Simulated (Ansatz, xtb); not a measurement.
C2H8GeO3: which of two isomers lies lower

We compare a, `C[O][Ge]([CH3])([OH])[OH]`, a singlet, with b, `C[CH2][Ge]([OH])([OH])[OH]`, a singlet. Both are isolated molecules in the gas phase, relaxed with PBE0-D4/def2-SVP; the shapes shown needn't be the lowest conformers.

a (Å):

```xyz
14

C     2.3622    0.7389   -1.2038
C    -1.8868    0.1357   -1.1967
Ge   -0.3310    1.1606   -0.7379
O     1.0470    0.4244   -1.5744
O    -0.0553    1.1730    1.0065
O    -0.3744    2.8899   -1.1497
H     2.6503    1.7630   -1.5093
H     2.5193    0.6553   -0.1128
H     3.0473    0.0343   -1.7014
H    -1.8312   -0.1774   -2.2482
H    -2.7941    0.7338   -1.0375
H    -1.9282   -0.7584   -0.5592
H     0.2785    2.0280    1.3009
H    -0.1502    3.0575   -2.0714
```

b (Å):

```xyz
14

C    -0.6620    1.8693    0.1178
C     0.0500    0.5470    0.3788
Ge   -0.0932   -0.6690   -1.1224
O     0.5373   -0.0154   -2.6410
O     0.7642   -2.1583   -0.6818
O    -1.7583   -1.0307   -1.5993
H    -0.2439    2.3808   -0.7627
H    -1.7330    1.7133   -0.0826
H    -0.5760    2.5528    0.9766
H    -0.3596    0.0304    1.2626
H     1.1232    0.6947    0.5839
H     1.4718    0.2074   -2.5800
H     0.7366   -2.8108   -1.3911
H    -2.2521   -1.4618   -0.8942
```

**Question.** Estimate E(b) − E(a) at the level CCSD(T)/def2-SVP + ΔMP2/def2-TZVPP.

**Answer.** Calculated at CCSD(T)/def2-SVP + ΔMP2/def2-TZVPP: E(b) − E(a) = −9.8 kcal/mol, so structure b lies lower.

Level by level:

```tsv
level	geometry	E(b) − E(a) (kcal/mol)	departure from the last row (kcal/mol)	job, with rough time for the two
PBE0-D4/def2-SVP	PBE0-D4/def2-SVP	−7.5	+2.2	optimisation, 91 s
HF/def2-SVP	PBE0-D4/def2-SVP	−5.1	+4.7	part of the CCSD(T) run
MP2/def2-SVP	PBE0-D4/def2-SVP	−9.3	+0.5	part of the CCSD(T) run
CCSD(T)/def2-SVP	PBE0-D4/def2-SVP	−7.9	+1.9	single point
CCSD(T)/def2-SVP + ΔMP2/def2-TZVPP	PBE0-D4/def2-SVP	−9.8		single point, 2.7 min
```

As drawn, b has 1 C–C, 1 O–H in place of 1 C–O, 1 C–H.

None of the levels shown reverses the order. The largest departure from CCSD(T)/def2-SVP + ΔMP2/def2-TZVPP is that of HF/def2-SVP, 4.7 kcal/mol. Levels run at GFN2-xTB geometries aren't shown. The last row adds to CCSD(T) the change of the MP2 difference between the two basis sets, here −1.9 kcal/mol.

With thermal terms from frequencies at re-optimised GFN2-xTB minima (ideal gas, soft modes damped towards free rotors, one conformer each, 298.15 K, 1 atm): the zero-point term adds +0.4 kcal/mol; ΔH is −9.5 and ΔG −9.0 kcal/mol.

The correlated steps freeze 14 core orbitals; the filled d shell of Ge is correlated, in a basis made for valence electrons. Codes used: Ansatz 0.2.0, xtb 6.7.1; the last row on 2 threads of Arm Neoverse V1 on a shared host.
